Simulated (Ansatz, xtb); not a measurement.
## C6H6F3+: which of two isomers lies lower

We compare a, `FC(F)(F)[C+]1C=CCC1`, a singlet, with b, `C[c+]1cc1CC(F)(F)F`, a singlet. Both are isolated ions in the gas phase, relaxed with B3LYP/def2-SVP; the shapes shown needn't be the lowest conformers.

a (Å):

```xyz
15

C    -2.0335    0.9949   -0.5164
C    -0.5722    0.6511   -0.2460
C    -0.0990   -0.6179    0.0731
C     1.2828   -0.5195    0.2447
C     1.7678    0.8534    0.0381
C     0.5081    1.6570   -0.2981
F    -2.4209    1.9151    0.3646
F    -2.8050   -0.0776   -0.4072
F    -2.1296    1.4903   -1.7486
H    -0.7041   -1.5203    0.1701
H     1.9349   -1.3616    0.5029
H     2.3080    1.2111    0.9391
H     2.5459    0.8739   -0.7529
H     0.2962    2.4863    0.4057
H     0.5322    2.1435   -1.2936
```

b (Å):

```xyz
15

C    -0.0110    2.5076   -1.4987
C    -0.1957    1.9656   -0.1524
C    -0.4991    2.1083    1.1783
C    -0.1857    0.8700    0.6945
C     0.0242   -0.5742    0.8788
C     0.3981   -1.2546   -0.4387
F     0.5861   -2.5508   -0.2642
F    -0.5771   -1.0633   -1.3413
F     1.5195   -0.7045   -0.9319
H    -0.1236    3.5982   -1.5304
H    -0.7468    2.0274   -2.1685
H     0.9811    2.2026   -1.8734
H    -0.7835    2.7467    2.0182
H     0.8189   -0.7345    1.6285
H    -0.8920   -1.0278    1.2954
```

Quicker runs give these differences E(b) − E(a): GFN2-xTB +22.6 kcal/mol; HF/STO-3G +19.7 kcal/mol (at GFN2-xTB geometries); r2SCAN-D4/def2-SVP +14.6 kcal/mol (at GFN2-xTB geometries).

Question: Estimate E(b) − E(a) at the level CCSD(T)/def2-SVP + ΔMP2/def2-TZVPP.

Answer: Calculated at CCSD(T)/def2-SVP + ΔMP2/def2-TZVPP: E(b) − E(a) = +11.8 kcal/mol, so structure a lies lower.

Level by level:

```tsv
level	geometry	E(b) − E(a) (kcal/mol)	departure from the last row (kcal/mol)	job, with rough time for the two
GFN2-xTB	GFN2-xTB	+22.6	+10.8	optimisation, 0.33 s
HF/STO-3G	GFN2-xTB	+19.7	+8.0	single point, 0.74 s
r2SCAN-D4/def2-SVP	GFN2-xTB	+14.6	+2.9	single point, 5.3 s
B3LYP/def2-SVP	B3LYP/def2-SVP	+12.2	+0.5	optimisation, 73 s
HF/def2-SVP	B3LYP/def2-SVP	+3.4	−8.4	part of the CCSD(T) run
MP2/def2-SVP	B3LYP/def2-SVP	+8.2	−3.5	part of the CCSD(T) run
CCSD(T)/def2-SVP	B3LYP/def2-SVP	+10.2	−1.5	single point
CCSD(T)/def2-SVP + ΔMP2/def2-TZVPP	B3LYP/def2-SVP	+11.8		single point, 3 min
```

As drawn, b has 3 C∷C in place of 2 C–C, 1 C=C (∷ is an aromatic bond). Structure a has a 5-membered ring, b a 3-membered ring (with an aromatic ring).

The levels shown agree on the order. The largest departure from CCSD(T)/def2-SVP + ΔMP2/def2-TZVPP is that of GFN2-xTB, 10.8 kcal/mol. The last row adds to CCSD(T) the change of the MP2 difference between the two basis sets, here +1.5 kcal/mol.

With thermal terms from frequencies at re-optimised GFN2-xTB minima (ideal gas, soft modes damped towards free rotors, one conformer each, 298.15 K, 1 atm): on the last row, ΔE + ΔZPE = +10.7, ΔH = +11.6, ΔG = +9.5 kcal/mol.

The correlated steps freeze 9 core orbitals. Programs: Ansatz 0.2.0, xtb 6.7.1; the last row on 2 threads of Intel(R) Xeon(R) Platinum 8488C (Sapphire Rapids) on a shared host.
